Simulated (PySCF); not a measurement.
# UHF on Ne (neon, neutral)

Configuration: [Ne], closed-shell 1S. All numbers are calculated (PySCF 2.14, the non-relativistic Hamiltonian (point nucleus), in 6-31G* (3s2p1d, 14 functions)).

* Total energy: -128.473877 hartree
* One-electron energy: -182.6228 hartree
* Hartree (Coulomb) energy: 66.2765 hartree
* Exchange energy: -12.1276 hartree
* Kinetic energy: 128.47338 hartree
* ⟨S²⟩: 0.0000
* ⟨L²⟩: 0.000
* Sum of ⟨r⟩: 7.822 bohr
* Sum of ⟨r²⟩: 9.037 bohr²
* Density at the nucleus (Gaussians lack the cusp): 582 bohr⁻³
* Langevin diamagnetic susceptibility: -7.16 ×10⁻⁶ cm³/mol
* Time after the integrals: 0.04 s of wall time on 1 thread of Neoverse-V1 (shared host)

```
shell  electrons  mean orbital energy (eV)  rms radius, mean of both spins (bohr)
   1s          2                   -891.43                                  0.183
   2s          2                   -51.996                                  0.993
   2p          6                   -22.606                                   1.08
```
